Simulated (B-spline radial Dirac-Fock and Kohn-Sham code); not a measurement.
**Elastic scattering of 1.99 keV electrons by the Zn atom**

Calculated with a radial B-spline solver, using relativistic (Dirac) partial waves in the static field of the Dirac-Fock atom with Furness-McCarthy exchange, without polarisation or absorption potentials.

Input of the calculation (task.json; shells as n, l, electrons):

```json
{"items": [{
  "Z": 30,
  "q": 0,
  "cfg": [[1, 0, 2], [2, 0, 2], [2, 1, 6], [3, 0, 2], [3, 1, 6], [3, 2, 10], [4, 0, 2]],
  "A": 64,
  "rrms": 3.9283,
  "do": "elastic",
  "energies": [[1990.0, 0]],
  "theta": [5, 10, 15, 20, 25, 30, 35, 40, 45, 50, 55, 60, 65, 70, 75, 80, 85, 90, 95, 100, 105, 110, 115, 120, 125, 130, 135, 140, 145, 150, 155, 160, 165, 170, 175]
}]}
```

Launch: `python xray2_run.py task.json out`

```
θ (°)  dσ/dΩ (Å²/sr)  Sherman function
    5           7.31             0.000
   10           1.91             0.000
   15          0.691             0.000
   20          0.301            -0.001
   25          0.158            -0.001
   30         0.0973             0.000
   35         0.0665             0.001
   40         0.0480             0.004
   45         0.0357             0.007
   50         0.0273             0.010
   55         0.0213             0.012
   60         0.0171             0.013
   65         0.0140             0.013
   70         0.0118             0.011
   75         0.0101             0.006
   80        0.00893             0.000
   85        0.00804            -0.007
   90        0.00742            -0.014
   95        0.00699            -0.021
  100        0.00673            -0.027
  105        0.00659            -0.032
  110        0.00657            -0.035
  115        0.00662            -0.036
  120        0.00675            -0.036
  125        0.00693            -0.035
  130        0.00714            -0.033
  135        0.00738            -0.030
  140        0.00762            -0.027
  145        0.00787            -0.024
  150        0.00810            -0.020
  155        0.00832            -0.017
  160        0.00851            -0.014
  165        0.00866            -0.010
  170        0.00878            -0.007
  175        0.00885            -0.003
```

The total elastic cross section is 1.01 Å², the first transport cross section 0.133 Å² and the second, weighted with (3/2) sin²θ, 0.196 Å². The mean deflection is ⟨1 − cos θ⟩ = 0.132, and 4.5 % of the collisions scatter beyond 90°.

On this grid of angles the cross section has a minimum near 110°, from interference among the few low partial waves with large phase shifts.

Phase shifts modulo π (rad) for κ = −1 to −5: -1.540, 0.176, -0.884, 1.568, 1.127.
